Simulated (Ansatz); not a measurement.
Geometry optimisation, RHF/def2-SVP in Ansatz.

Input file:

```yaml
crystal:
  periodic: [false, false, false]
  atoms:
    - { symbol: Si, position_ang: [0.097207, 0.828743, 0.243119] }
    - { symbol: O, position_ang: [1.310614, 0.413227, -0.903005] }
    - { symbol: O, position_ang: [-0.63097, -0.54939, 0.748091] }
    - { symbol: Si, position_ang: [-1.320416, -2.022507, 0.492617] }
    - { symbol: H, position_ang: [-0.857941, 1.679347, -0.472072] }
    - { symbol: H, position_ang: [0.698987, 1.466697, 1.421491] }
    - { symbol: H, position_ang: [1.80211, 2.575707, -1.353474] }
    - { symbol: F, position_ang: [1.516268, 3.233536, -0.813299] }
    - { symbol: H, position_ang: [1.960497, -0.213906, -0.619781] }
    - { symbol: H, position_ang: [-2.250506, -2.320495, 1.600698] }
    - { symbol: H, position_ang: [-0.26447, -3.060854, 0.445272] }
    - { symbol: H, position_ang: [-2.06148, -2.030105, -0.789757] }
basis:
  gaussian: { orbitals: def2-SVP }
hamiltonian:
  xc: hf
relax:
  f_tol: 0.03
  max_steps: 50
```

Launched with:

```bash
$ ansatz run input.yaml --threads 2 --pin off --max-ram 3072MiB --backend cpu --events-out ev --progress --plain --runs-dir out
```

**Question.** Where does it end, and by what steps?

**Answer.** It converged. The force dipped under the threshold on the way, but the program's further checks kept it going. After 36 steps the energy has fallen by 0.208 eV; F8 moved furthest, 2.19 Å.

```
step  energy less start (eV)  largest force component (eV/Å)  accepted
   0                  0.0000                           1.037       yes
   2                 -0.0639                           0.855       yes
   4                 -0.1343                           0.612       yes
   6                 -0.1594                           0.453       yes
   8                 -0.1813                           0.308       yes
  10                 -0.1896                           0.138       yes
  12                 -0.1937                           0.049       yes
  14                 -0.1964                           0.192       yes
  16                 -0.1979                           0.498        no
  18                 -0.2020                           0.199       yes
  20                 -0.2042                           0.118       yes
  22                 -0.2055                           0.115       yes
  24                 -0.2064                           0.028       yes
  26                 -0.2068                           0.096       yes
  28                 -0.2073                           0.095       yes
  30                 -0.2075                           0.215        no
  32                 -0.2080                           0.076       yes
  34                 -0.2082                           0.016       yes
  36                 -0.2083                           0.030       yes
```

```xyz
12
Properties=species:S:1:pos:R:3
Si 0.011 0.956 0.819
O 1.442 1.135 -0.009
O -0.529 -0.574 0.696
Si -1.239 -1.949 0.133
H -0.923 1.897 0.189
H 0.238 1.258 2.242
H 1.558 1.703 -1.704
F 1.561 1.941 -2.584
H 2.228 0.719 0.313
H -1.832 -2.683 1.269
H -0.219 -2.796 -0.522
H -2.297 -1.606 -0.841
```

Whether the end is a true minimum wasn't checked by a vibrational analysis.

Run time: 53 s on 2 threads of Arm Neoverse V1, on a shared host, peak memory 0.23 GiB.
